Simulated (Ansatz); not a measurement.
**Molecular dynamics of ClFH4Sn**

Input file:

```yaml
crystal:
  periodic: [false, false, false]
  atoms:
    - { symbol: Sn, position_ang: [-0.226887, 4.0e-06, -0.220964] }
    - { symbol: Cl, position_ang: [-0.018435, -8.2e-05, 2.717231] }
    - { symbol: H, position_ang: [1.483802, 4.8e-05, 0.03936] }
    - { symbol: H, position_ang: [-0.719519, 1.473028, -0.981634] }
    - { symbol: H, position_ang: [-0.719499, -1.473077, -0.981531] }
    - { symbol: F, position_ang: [-2.022639, 7.4e-05, 0.992356] }
    - { symbol: H, position_ang: [-1.349825, 5.0e-06, 2.008784] }
basis:
  gaussian: { orbitals: def2-SVP }
hamiltonian:
  xc: blyp
md:
  timestep: 0.5
  n_steps: 200
  ensemble: nve
  temperature: 100.0
  initial_velocities: maxwell_boltzmann
  seed: 10154
```

Run as:

```bash
$ ansatz run input.yaml --threads 1 --pin off --max-ram 2048MiB --backend cpu --events-out ev --progress --plain --runs-dir out
```

It starts at the highest image of a converged band. Of that band: A vibrational analysis at the climbing image gives 2 clearly imaginary modes (332i, 121i cm⁻¹): a point of higher order, so a lower path passes nearby.

Output, in part (one step line in 4, the closing report, with atoms numbered from 0):

```
md step     0: t =     0.00 fs  T =   100.0 K  F+E_penalty+E_count = -21127.49529784 eV  E_kin = 0.064630 eV  conserved = -21127.43066785 eV  (24 SCF iters)
md step     4: t =     2.00 fs  T =    89.0 K  F+E_penalty+E_count = -21127.48816475 eV  E_kin = 0.057528 eV  conserved = -21127.43063696 eV  (27 SCF iters)
md step     8: t =     4.00 fs  T =    67.1 K  F+E_penalty+E_count = -21127.47397020 eV  E_kin = 0.043388 eV  conserved = -21127.43058226 eV  (27 SCF iters)
md step    12: t =     6.00 fs  T =    53.1 K  F+E_penalty+E_count = -21127.46487638 eV  E_kin = 0.034291 eV  conserved = -21127.43058562 eV  (27 SCF iters)
md step    16: t =     8.00 fs  T =    46.6 K  F+E_penalty+E_count = -21127.46073720 eV  E_kin = 0.030118 eV  conserved = -21127.43061896 eV  (27 SCF iters)
md step    20: t =    10.00 fs  T =    37.2 K  F+E_penalty+E_count = -21127.45466914 eV  E_kin = 0.024059 eV  conserved = -21127.43061046 eV  (28 SCF iters)
md step    24: t =    12.00 fs  T =    27.2 K  F+E_penalty+E_count = -21127.44815927 eV  E_kin = 0.017581 eV  conserved = -21127.43057846 eV  (27 SCF iters)
md step    28: t =    14.00 fs  T =    27.1 K  F+E_penalty+E_count = -21127.44807861 eV  E_kin = 0.017500 eV  conserved = -21127.43057849 eV  (27 SCF iters)
md step    32: t =    16.00 fs  T =    36.6 K  F+E_penalty+E_count = -21127.45427915 eV  E_kin = 0.023660 eV  conserved = -21127.43061891 eV  (27 SCF iters)
md step    36: t =    18.00 fs  T =    42.1 K  F+E_penalty+E_count = -21127.45785234 eV  E_kin = 0.027208 eV  conserved = -21127.43064454 eV  (25 SCF iters)
md step    40: t =    20.00 fs  T =    35.7 K  F+E_penalty+E_count = -21127.45367229 eV  E_kin = 0.023067 eV  conserved = -21127.43060547 eV  (27 SCF iters)
md step    44: t =    22.00 fs  T =    31.3 K  F+E_penalty+E_count = -21127.45077974 eV  E_kin = 0.020227 eV  conserved = -21127.43055289 eV  (21 SCF iters)
md step    48: t =    24.00 fs  T =    46.3 K  F+E_penalty+E_count = -21127.46052402 eV  E_kin = 0.029947 eV  conserved = -21127.43057678 eV  (22 SCF iters)
md step    52: t =    26.00 fs  T =    72.8 K  F+E_penalty+E_count = -21127.47770903 eV  E_kin = 0.047071 eV  conserved = -21127.43063757 eV  (27 SCF iters)
md step    56: t =    28.00 fs  T =    90.0 K  F+E_penalty+E_count = -21127.48877929 eV  E_kin = 0.058138 eV  conserved = -21127.43064175 eV  (25 SCF iters)
md step    60: t =    30.00 fs  T =    94.8 K  F+E_penalty+E_count = -21127.49189231 eV  E_kin = 0.061289 eV  conserved = -21127.43060314 eV  (27 SCF iters)
md step    64: t =    32.00 fs  T =    99.7 K  F+E_penalty+E_count = -21127.49502306 eV  E_kin = 0.064429 eV  conserved = -21127.43059375 eV  (27 SCF iters)
md step    68: t =    34.00 fs  T =   108.5 K  F+E_penalty+E_count = -21127.50075820 eV  E_kin = 0.070136 eV  conserved = -21127.43062229 eV  (27 SCF iters)
md step    72: t =    36.00 fs  T =   113.6 K  F+E_penalty+E_count = -21127.50404516 eV  E_kin = 0.073418 eV  conserved = -21127.43062731 eV  (27 SCF iters)
md step    76: t =    38.00 fs  T =   114.1 K  F+E_penalty+E_count = -21127.50433617 eV  E_kin = 0.073736 eV  conserved = -21127.43059978 eV  (27 SCF iters)
md step    80: t =    40.00 fs  T =   119.2 K  F+E_penalty+E_count = -21127.50765559 eV  E_kin = 0.077065 eV  conserved = -21127.43059055 eV  (27 SCF iters)
md step    84: t =    42.00 fs  T =   132.3 K  F+E_penalty+E_count = -21127.51610414 eV  E_kin = 0.085491 eV  conserved = -21127.43061318 eV  (27 SCF iters)
md step    88: t =    44.00 fs  T =   145.2 K  F+E_penalty+E_count = -21127.52445439 eV  E_kin = 0.093821 eV  conserved = -21127.43063303 eV  (27 SCF iters)
md step    92: t =    46.00 fs  T =   151.5 K  F+E_penalty+E_count = -21127.52850195 eV  E_kin = 0.097898 eV  conserved = -21127.43060415 eV  (27 SCF iters)
md step    96: t =    48.00 fs  T =   161.1 K  F+E_penalty+E_count = -21127.53471061 eV  E_kin = 0.104149 eV  conserved = -21127.43056206 eV  (27 SCF iters)
md step   100: t =    50.00 fs  T =   187.8 K  F+E_penalty+E_count = -21127.55195858 eV  E_kin = 0.121365 eV  conserved = -21127.43059345 eV  (26 SCF iters)
md step   104: t =    52.00 fs  T =   221.8 K  F+E_penalty+E_count = -21127.57404028 eV  E_kin = 0.143381 eV  conserved = -21127.43065945 eV  (27 SCF iters)
md step   108: t =    54.00 fs  T =   249.4 K  F+E_penalty+E_count = -21127.59175777 eV  E_kin = 0.161176 eV  conserved = -21127.43058127 eV  (26 SCF iters)
md step   112: t =    56.00 fs  T =   292.9 K  F+E_penalty+E_count = -21127.61991429 eV  E_kin = 0.189291 eV  conserved = -21127.43062285 eV  (27 SCF iters)
md step   116: t =    58.00 fs  T =   340.5 K  F+E_penalty+E_count = -21127.65072871 eV  E_kin = 0.220043 eV  conserved = -21127.43068619 eV  (27 SCF iters)
md step   120: t =    60.00 fs  T =   374.0 K  F+E_penalty+E_count = -21127.67230471 eV  E_kin = 0.241729 eV  conserved = -21127.43057593 eV  (27 SCF iters)
md step   124: t =    62.00 fs  T =   425.2 K  F+E_penalty+E_count = -21127.70537384 eV  E_kin = 0.274786 eV  conserved = -21127.43058736 eV  (27 SCF iters)
md step   128: t =    64.00 fs  T =   486.5 K  F+E_penalty+E_count = -21127.74524740 eV  E_kin = 0.314456 eV  conserved = -21127.43079129 eV  (27 SCF iters)
md step   132: t =    66.00 fs  T =   505.6 K  F+E_penalty+E_count = -21127.75739275 eV  E_kin = 0.326798 eV  conserved = -21127.43059493 eV  (25 SCF iters)
md step   136: t =    68.00 fs  T =   546.0 K  F+E_penalty+E_count = -21127.78346957 eV  E_kin = 0.352895 eV  conserved = -21127.43057426 eV  (27 SCF iters)
md step   140: t =    70.00 fs  T =   612.9 K  F+E_penalty+E_count = -21127.82688104 eV  E_kin = 0.396095 eV  conserved = -21127.43078615 eV  (27 SCF iters)
md step   144: t =    72.00 fs  T =   648.2 K  F+E_penalty+E_count = -21127.84945323 eV  E_kin = 0.418909 eV  conserved = -21127.43054467 eV  (27 SCF iters)
md step   148: t =    74.00 fs  T =   710.2 K  F+E_penalty+E_count = -21127.88973100 eV  E_kin = 0.459012 eV  conserved = -21127.43071878 eV  (27 SCF iters)
md step   152: t =    76.00 fs  T =   752.6 K  F+E_penalty+E_count = -21127.91714787 eV  E_kin = 0.486415 eV  conserved = -21127.43073319 eV  (27 SCF iters)
md step   156: t =    78.00 fs  T =   790.3 K  F+E_penalty+E_count = -21127.94128151 eV  E_kin = 0.510786 eV  conserved = -21127.43049592 eV  (27 SCF iters)
md step   160: t =    80.00 fs  T =   867.7 K  F+E_penalty+E_count = -21127.99169588 eV  E_kin = 0.560793 eV  conserved = -21127.43090335 eV  (26 SCF iters)
md step   164: t =    82.00 fs  T =   888.6 K  F+E_penalty+E_count = -21128.00484647 eV  E_kin = 0.574292 eV  conserved = -21127.43055472 eV  (27 SCF iters)
md step   168: t =    84.00 fs  T =   933.1 K  F+E_penalty+E_count = -21128.03375901 eV  E_kin = 0.603042 eV  conserved = -21127.43071684 eV  (27 SCF iters)
md step   172: t =    86.00 fs  T =   961.6 K  F+E_penalty+E_count = -21128.05223058 eV  E_kin = 0.621458 eV  conserved = -21127.43077267 eV  (27 SCF iters)
md step   176: t =    88.00 fs  T =   977.6 K  F+E_penalty+E_count = -21128.06238613 eV  E_kin = 0.631830 eV  conserved = -21127.43055654 eV  (27 SCF iters)
md step   180: t =    90.00 fs  T =  1016.0 K  F+E_penalty+E_count = -21128.08759687 eV  E_kin = 0.656648 eV  conserved = -21127.43094858 eV  (26 SCF iters)
md step   184: t =    92.00 fs  T =   986.9 K  F+E_penalty+E_count = -21128.06836470 eV  E_kin = 0.637829 eV  conserved = -21127.43053610 eV  (26 SCF iters)
md step   188: t =    94.00 fs  T =   985.9 K  F+E_penalty+E_count = -21128.06802496 eV  E_kin = 0.637189 eV  conserved = -21127.43083577 eV  (26 SCF iters)
md step   192: t =    96.00 fs  T =   946.9 K  F+E_penalty+E_count = -21128.04261090 eV  E_kin = 0.611952 eV  conserved = -21127.43065864 eV  (26 SCF iters)
md step   196: t =    98.00 fs  T =   917.9 K  F+E_penalty+E_count = -21128.02405661 eV  E_kin = 0.593271 eV  conserved = -21127.43078596 eV  (25 SCF iters)
md step   200: t =   100.00 fs  T =   869.7 K  F+E_penalty+E_count = -21127.99288784 eV  E_kin = 0.562057 eV  conserved = -21127.43083035 eV  (24 SCF iters)
Total energy: -21127.99321820 eV, -776.4394297008 hartree
Atom 0 at    -0.118682     0.000772    -0.095262 Å, force    -0.205148     0.045151    -2.132614 eV/Å
Atom 1 at     0.043880     0.001594     2.193917 Å, force     0.201512     0.015902     2.148839 eV/Å
Atom 2 at     1.514682    -0.014234    -0.672389 Å, force     0.095033    -0.012158     0.016043 eV/Å
Atom 3 at    -0.861796     1.515451    -0.496205 Å, force     0.018611    -0.162036    -0.070594 eV/Å
Atom 4 at    -0.916773    -1.478645    -0.499668 Å, force     0.029760     0.112902    -0.091298 eV/Å
Atom 5 at    -2.758816    -0.012124     1.176587 Å, force     0.371362     0.096696     0.600180 eV/Å
Atom 6 at    -2.100587     0.057909     1.881503 Å, force    -0.511129    -0.096456    -0.470556 eV/Å
Dipole moment:     0.198305     0.014668    -0.195681 e Å
```

All steps were run. The conserved energy stayed within 0.052 meV per atom of its start (net change -0.023 meV per atom), so the integration is sound. The kinetic energy rose, since the run started high on the potential surface and went downhill. It ends in pieces (ClH3Sn + FH), so much of that is their flight and rotation, not heat. A run of 0.1 ps of so small a system gives no equilibrium averages. The orbitals stay closed-shell, which can raise the energy where a bond breaks towards radicals; this wasn't checked here.

Between its relaxed ends the band would form Sn1–F6, Cl2–H7 and break Sn1–Cl2, F6–H7. These pairs go: Sn1–F6 2.17 → 2.93 Å, Cl2–H7 1.51 → 2.17 Å, Sn1–Cl2 2.95 → 2.29 Å, F6–H7 1.22 → 0.97 Å. In the last frame they stand as before the step (other bonds may differ from the relaxed reactants and products). It ends as ClH3Sn + FH. Pairs count as bonded within 1.25 times the sum of covalent radii (0.12 Å more for H–H).

Last frame:

```xyz
7
Properties=species:S:1:pos:R:3
Sn -0.119 0.001 -0.095
Cl 0.044 0.002 2.194
H 1.515 -0.014 -0.672
H -0.862 1.516 -0.496
H -0.917 -1.479 -0.500
F -2.759 -0.012 1.177
H -2.101 0.058 1.881
```

Run time: 2.4 min on 1 thread of AMD EPYC 9R45 96-Core Processor (Zen 5) (shared host), peak memory 0.15 GiB.
